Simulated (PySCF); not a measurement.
H$_{5}$NO$_{2}$Sn, singlet, at a GFN2-xTB geometry (such geometries of metal compounds can be far from the true shape) (all electrons, no relativity); CASSCF(6,4)/STO-3G run with PySCF.

The PySCF input:
```python
from pyscf import gto, scf, mcscf, mp
import numpy

mol = gto.M(
    atom='''
Sn    0.061040   -0.004918    0.239525
N    -1.468490   -1.254167   -0.076943
O    -0.375658    1.789175   -0.330480
O     1.465571   -0.473207   -1.011836
H     0.580490   -0.046672    1.819885
H    -2.288366   -1.021152    0.469534
H    -1.760333   -1.227149   -1.048941
H     0.308537    2.196751   -0.860810
H     1.667782   -1.404441   -1.078792
''',
    basis='sto-3g',
    charge=0,
    spin=0,
    verbose=4,
)

mf = scf.RHF(mol)
mf.kernel()
mc = mcscf.CASSCF(mf, 4, 6)
mc.fix_spin_(ss=0.0)
noons, natorbs = mcscf.addons.make_natural_orbitals(mp.MP2(mf).run())
mc.kernel(natorbs)
occ = numpy.linalg.eigvalsh(mc.fcisolver.make_rdm1(mc.ci, mc.ncas, mc.nelecas))[::-1]
ss = mc.fcisolver.spin_square(mc.ci, mc.ncas, mc.nelecas)[0]
print('natural occupations', occ.round(4), ' <S^2>', round(ss, 4))
```

Problem. What does PySCF print? Leave out banner, timings and long lists.

Solution. 
```
PySCF version 2.14.0

[INPUT] verbose = 4
[INPUT] num. atoms = 9
[INPUT] num. electrons = 78
[INPUT] charge = 0
[INPUT] spin (= nelec alpha-beta = 2S) = 0
[INPUT] symmetry False subgroup None
[INPUT] Mole.unit = angstrom
[INPUT] Symbol           X                Y                Z      unit          X                Y                Z       unit  Magmom
[...]
nuclear repulsion = 430.146124594683
number of shells = 25
number of NR pGTOs = 141
number of NR cGTOs = 47
basis = sto-3g
ecp = {}

******** <class 'pyscf.scf.hf.RHF'> ********
method = RHF
initial guess = minao
damping factor = 0
level_shift factor = 0
DIIS = <class 'pyscf.scf.diis.CDIIS'>
diis_start_cycle = 1
diis_space = 8
diis_damp = 0
SCF conv_tol = 1e-09
SCF conv_tol_grad = None
SCF max_cycles = 50
direct_scf = True
direct_scf_tol = 1e-13
Set gradient conv threshold to 3.16228e-05
Initial guess from minao.
init E= -6150.82284023223
[...]
cycle= 1 E= -6167.46389048476  delta_E= -16.6  |g|= 0.668  |ddm|= 3.64
[...]
cycle= 2 E= -6167.63812815274  delta_E= -0.174  |g|= 0.129  |ddm|= 1.17
[...]
cycle= 3 E= -6167.64571983537  delta_E= -0.00759  |g|= 0.0296  |ddm|= 0.254
[...]
cycle= 4 E= -6167.64626230122  delta_E= -0.000542  |g|= 0.00647  |ddm|= 0.0735
[...]
cycle= 5 E= -6167.64629529893  delta_E= -3.3e-05  |g|= 0.00198  |ddm|= 0.0203
[...]
cycle= 6 E= -6167.64629935387  delta_E= -4.05e-06  |g|= 0.000697  |ddm|= 0.00769
[...]
cycle= 7 E= -6167.64629985942  delta_E= -5.06e-07  |g|= 7.36e-05  |ddm|= 0.00351
[...]
cycle= 8 E= -6167.64629986459  delta_E= -5.17e-09  |g|= 1.64e-05  |ddm|= 0.000284
[...]
cycle= 9 E= -6167.64629986484  delta_E= -2.5e-10  |g|= 3.52e-06  |ddm|= 6.49e-05
[...]
Extra cycle  E= -6167.64629986488  delta_E= -3.91e-11  |g|= 1.74e-06  |ddm|= 9.33e-06
converged SCF energy = -6167.64629986488

******** <class 'pyscf.mp.mp2.RMP2'> ********
nocc = 39, nmo = 47
E(RMP2) = -6167.79230847322  E_corr = -0.14600860834286
E(SCS-RMP2) = -6167.80443352584  E_corr = -0.158133660962437
E_corr(same-spin) = -0.0197038489026863
E_corr(oppo-spin) = -0.126304759440174

******** <class 'pyscf.mcscf.mc1step.CASSCF'> ********
CAS (3e+3e, 4o), ncore = 36, nvir = 7
max_cycle_macro = 50
max_cycle_micro = 4
conv_tol = 1e-07
conv_tol_grad = None
orbital rotation max_stepsize = 0.02
orbital rotation threshold for CI restart = 0.01
augmented hessian ah_max_cycle = 30
augmented hessian ah_conv_tol = 1e-12
augmented hessian ah_linear dependence = 1e-14
augmented hessian ah_level shift = 1e-08
[...]
CASCI E = -6167.65208051223  S^2 = 0.0000000
[...]
macro iter  40 ( 21 JK    4 micro), CASSCF E = -6167.66144281070  dE = -1.52102166e-06  S^2 = 0.0000000
               |grad[o]|=0.000478  |grad[c]|=0.000287  |ddm|=0.000119  |maxRot[o]|=0.0109
macro iter  41 (  7 JK    2 micro), CASSCF E = -6167.66144559462  dE = -2.78392326e-06  S^2 = 0.0000000
               |grad[o]|=0.000245  |grad[c]|=0.000466  |ddm|=0.000301  |maxRot[o]|=0.0257
macro iter  42 (  7 JK    2 micro), CASSCF E = -6167.66144672540  dE = -1.13078204e-06  S^2 = 0.0000000
               |grad[o]|=0.00039  |grad[c]|=0.000795  |ddm|=0.000323  |maxRot[o]|=0.0194
macro iter  43 ( 12 JK    3 micro), CASSCF E = -6167.66144075036  dE =  5.97504823e-06  S^2 = 0.0000000
               |grad[o]|=0.000215  |grad[c]|=0.00293  |ddm|=0.0019  |maxRot[o]|=0.0405
macro iter  44 ( 17 JK    4 micro), CASSCF E = -6167.66143717532  dE =  3.57503450e-06  S^2 = 0.0000000
               |grad[o]|=0.00112  |grad[c]|=0.000625  |ddm|=0.000504  |maxRot[o]|=0.0179
macro iter  45 ( 25 JK    4 micro), CASSCF E = -6167.66143795870  dE = -7.83375071e-07  S^2 = 0.0000000
               |grad[o]|=0.000585  |grad[c]|=0.000262  |ddm|=6.56e-05  |maxRot[o]|=0.0131
macro iter  46 (  7 JK    2 micro), CASSCF E = -6167.66144170583  dE = -3.74713636e-06  S^2 = 0.0000000
               |grad[o]|=0.000451  |grad[c]|=0.000638  |ddm|=0.000301  |maxRot[o]|=0.0172
macro iter  47 (  7 JK    2 micro), CASSCF E = -6167.66144577389  dE = -4.06805430e-06  S^2 = 0.0000000
               |grad[o]|=0.000281  |grad[c]|=0.00193  |ddm|=0.00146  |maxRot[o]|=0.036
macro iter  48 (  7 JK    2 micro), CASSCF E = -6167.66144685376  dE = -1.07986762e-06  S^2 = 0.0000000
               |grad[o]|=0.000262  |grad[c]|=0.00109  |ddm|=0.000629  |maxRot[o]|=0.0253
macro iter  49 (  7 JK    2 micro), CASSCF E = -6167.66144764965  dE = -7.95895176e-07  S^2 = 0.0000000
               |grad[o]|=0.000408  |grad[c]|=0.000411  |ddm|=0.000174  |maxRot[o]|=0.0259
macro iter  50 ( 17 JK    4 micro), CASSCF E = -6167.66143975568  dE =  7.89397200e-06  S^2 = 0.0000000
               |grad[o]|=0.000408  |grad[c]|=0.00427  |ddm|=0.00241  |maxRot[o]|=0.114
1-step CASSCF not converged,  50 macro (639 JK 147 micro) steps
CASSCF canonicalization
Density matrix diagonal elements [1.99388203 1.99378181 1.98440119 0.02793497]
CASSCF energy = -6167.66143975568
CASCI E = -6167.66143975568  E(CI) = -10.2108674207811  S^2 = 0.0000000
natural occupations [1.9996 1.9995 1.9743 0.0266]  <S^2> 0.0
```

Convergence was not reached.
